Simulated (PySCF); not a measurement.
Ga, quartet; B3LYP/cc-pVDZ (PySCF).

Here is a job for PySCF.
```python
from pyscf import gto, scf, dft

mol = gto.M(
    atom='''
Ga    0.00000000    0.00000000    0.00000000
''',
    basis='cc-pvdz',
    spin=3,
    verbose=4,
)

mf = dft.UKS(mol)
mf.xc = 'b3lyp'
mf.kernel()
mf.analyze()
```

The log (banner, timings and long lists left out):

```
PySCF version 2.14.0

[INPUT] verbose = 4
[INPUT] num. atoms = 1
[INPUT] num. electrons = 31
[INPUT] charge = 0
[INPUT] spin (= nelec alpha-beta = 2S) = 3
[INPUT] symmetry False subgroup None
[INPUT] Mole.unit = angstrom
[INPUT] Symbol           X                Y                Z      unit          X                Y                Z       unit  Magmom
[INPUT]  1 Ga     0.000000000000   0.000000000000   0.000000000000 AA    0.000000000000   0.000000000000   0.000000000000 Bohr   0.0

nuclear repulsion = 0
number of shells = 6
number of NR pGTOs = 77
number of NR cGTOs = 27
basis = cc-pvdz
ecp = {}

******** <class 'pyscf.dft.uks.UKS'> ********
method = UKS
initial guess = minao
damping factor = 0
level_shift factor = 0
DIIS = <class 'pyscf.scf.diis.CDIIS'>
diis_start_cycle = 1
diis_space = 8
diis_damp = 0
SCF conv_tol = 1e-09
SCF conv_tol_grad = None
SCF max_cycles = 50
direct_scf = True
direct_scf_tol = 1e-13
number electrons alpha = 17  beta = 14
XC library pyscf.dft.libxc version 7.1.2
    S. Lehtola, C. Steigemann, M. J. T. Oliveira, and M. A. L. Marques,  SoftwareX 7, 1–5 (2018)
XC functionals = b3lyp
    P. J. Stephens, F. J. Devlin, C. F. Chabalowski, and M. J. Frisch,  J. Phys. Chem. 98, 11623 (1994)
radial grids:
    Treutler-Ahlrichs [JCP 102, 346 (1995); DOI:10.1063/1.469408] (M4) radial grids

becke partition: Becke, JCP 88, 2547 (1988); DOI:10.1063/1.454033
pruning grids: <function nwchem_prune>
grids dens level: 3
symmetrized grids: False
atomic radii adjust function: <function treutler_atomic_radii_adjust>
small_rho_cutoff = 0
Set gradient conv threshold to 3.16228e-05
tot grids = 20904
init E= -1924.30085350495

cycle= 1 E= -1924.62918117157  delta_E= -0.328  |g|= 0.139  |ddm|= 1.02

cycle= 2 E= -1924.64538542824  delta_E= -0.0162  |g|= 0.0766  |ddm|= 0.457

cycle= 3 E= -1924.64869531797  delta_E= -0.00331  |g|= 0.00311  |ddm|= 0.102

cycle= 4 E= -1924.64870612131  delta_E= -1.08e-05  |g|= 0.000568  |ddm|= 0.01

cycle= 5 E= -1924.64870640747  delta_E= -2.86e-07  |g|= 2.45e-05  |ddm|= 0.00111

cycle= 6 E= -1924.64870640825  delta_E= -7.81e-10  |g|= 1.38e-06  |ddm|= 5.64e-05

Extra cycle  E= -1924.64870640826  delta_E= -4.55e-12  |g|= 2.44e-07  |ddm|= 3.22e-06
converged SCF energy = -1924.64870640826  <S^2> = 3.7507004  2S+1 = 4.0003502
**** SCF Summaries ****
Total Energy =                       -1924.648706408257340
Nuclear Repulsion Energy =               0.000000000000000
One-electron Energy =                -2680.835330561023966
Two-electron Energy =                  756.186624152766626
Two-electron Coulomb Energy =          831.190789537530577
DFT Exchange-Correlation Energy =      -75.004165384763951
**** MO energy ****
                             alpha | beta                alpha | beta
MO #1   energy= -372.666461636374  | -372.662446227876  occ= 1 | 1
MO #2   energy= -46.0243304440507  | -46.0213996913504  occ= 1 | 1
MO #3   energy= -40.7789096129975  | -40.7770796689363  occ= 1 | 1
MO #4   energy= -40.7770713571884  | -40.7733353030288  occ= 1 | 1
MO #5   energy= -40.7770713569973  | -40.773335302534   occ= 1 | 1
MO #6   energy= -5.57847491105891  | -5.57038309916288  occ= 1 | 1
MO #7   energy= -3.86569727089616  | -3.8609360013732   occ= 1 | 1
MO #8   energy= -3.8564661973852   | -3.84837194089919  occ= 1 | 1
MO #9   energy= -3.85646619651939  | -3.84837193950133  occ= 1 | 1
MO #10  energy= -0.910228385396681 | -0.902018165036876 occ= 1 | 1
MO #11  energy= -0.907651147133207 | -0.898438478352593 occ= 1 | 1
MO #12  energy= -0.907651146412851 | -0.898438477229146 occ= 1 | 1
MO #13  energy= -0.8995452515806   | -0.887735988283095 occ= 1 | 1
MO #14  energy= -0.899545251580554 | -0.88773598828297  occ= 1 | 1
MO #15  energy= -0.41927264713339  | -0.269665546036672 occ= 1 | 0
MO #16  energy= -0.165409948713559 | -0.0657389582659348 occ= 1 | 0
MO #17  energy= -0.165409940442126 | -0.0376899957479107 occ= 1 | 0
MO #18  energy= -0.111078583544207 | -0.0376899949930116 occ= 0 | 0
MO #19  energy= 0.144445057040172  | 0.186475526635602  occ= 0 | 0
MO #20  energy= 0.200848862684649  | 0.233907774238985  occ= 0 | 0
MO #21  energy= 0.200848902967366  | 0.254790443105576  occ= 0 | 0
MO #22  energy= 0.205270246299062  | 0.254790443637918  occ= 0 | 0
MO #23  energy= 0.282591999642403  | 0.337081123180534  occ= 0 | 0
MO #24  energy= 0.282591999761795  | 0.344481591956921  occ= 0 | 0
MO #25  energy= 0.285286106810562  | 0.344481592972244  occ= 0 | 0

To work with the spin densities directly, `use mulliken_meta_spin()` only printing them here.

 ** Mulliken spin pop alpha/beta on meta-lowdin orthogonal AOs **
 ** Mulliken Spin Density (per AO)  **
spin_pop of  0 Ga 1s        0.00001
spin_pop of  0 Ga 2s        0.00014
spin_pop of  0 Ga 3s        0.00635
spin_pop of  0 Ga 4s        0.99189
spin_pop of  0 Ga 5s        0.00126
spin_pop of  0 Ga 2px       0.00000
spin_pop of  0 Ga 2py       0.00000
spin_pop of  0 Ga 2pz       0.00000
spin_pop of  0 Ga 3px      -0.00002
spin_pop of  0 Ga 3py       0.00002
spin_pop of  0 Ga 3pz       0.00002
spin_pop of  0 Ga 4px       0.00654
spin_pop of  0 Ga 4py       0.99717
spin_pop of  0 Ga 4pz       0.99624
spin_pop of  0 Ga 5px       0.00000
spin_pop of  0 Ga 5py       0.00001
spin_pop of  0 Ga 5pz       0.00001
spin_pop of  0 Ga 3dxy     -0.00021
spin_pop of  0 Ga 3dyz     -0.00027
spin_pop of  0 Ga 3dz^2    -0.00020
spin_pop of  0 Ga 3dxz     -0.00021
spin_pop of  0 Ga 3dx2-y2   -0.00004
spin_pop of  0 Ga 4dxy      0.00021
spin_pop of  0 Ga 4dyz      0.00027
spin_pop of  0 Ga 4dz^2     0.00028
spin_pop of  0 Ga 4dxz      0.00021
spin_pop of  0 Ga 4dx2-y2    0.00029
 ** Mulliken Spin Density (per atom)  **
spin density of  0 Ga =      3.00000
 ** Mulliken pop alpha/beta on meta-lowdin orthogonal AOs **
 ** Mulliken pop       alpha | beta **
pop of  0 Ga 1s        1.00000 | 0.99999
pop of  0 Ga 2s        0.99998 | 0.99984
pop of  0 Ga 3s        0.99961 | 0.99326
pop of  0 Ga 4s        0.99870 | 0.00681
pop of  0 Ga 5s        0.00158 | 0.00032
pop of  0 Ga 2px       1.00000 | 1.00000
pop of  0 Ga 2py       1.00000 | 1.00000
pop of  0 Ga 2pz       1.00000 | 1.00000
pop of  0 Ga 3px       0.99994 | 0.99996
pop of  0 Ga 3py       0.99999 | 0.99997
pop of  0 Ga 3pz       0.99999 | 0.99997
pop of  0 Ga 4px       0.00658 | 0.00003
pop of  0 Ga 4py       0.99720 | 0.00003
pop of  0 Ga 4pz       0.99627 | 0.00003
pop of  0 Ga 5px       0.00001 | 0.00001
pop of  0 Ga 5py       0.00001 | 0.00000
pop of  0 Ga 5pz       0.00001 | 0.00000
pop of  0 Ga 3dxy      0.99977 | 0.99997
pop of  0 Ga 3dyz      0.99972 | 0.99999
pop of  0 Ga 3dz^2     0.99974 | 0.99994
pop of  0 Ga 3dxz      0.99977 | 0.99997
pop of  0 Ga 3dx2-y2    0.99978 | 0.99982
pop of  0 Ga 4dxy      0.00023 | 0.00002
pop of  0 Ga 4dyz      0.00028 | 0.00001
pop of  0 Ga 4dz^2     0.00029 | 0.00001
pop of  0 Ga 4dxz      0.00023 | 0.00002
pop of  0 Ga 4dx2-y2    0.00032 | 0.00003
In total            17.00000 | 14.00000
 ** Mulliken atomic charges   ( Nelec_alpha | Nelec_beta ) **
charge of  0Ga =     -0.00000  (    17.00000     14.00000 )
Dipole moment(X, Y, Z, Debye):  0.00000,  0.00000,  0.00000
```
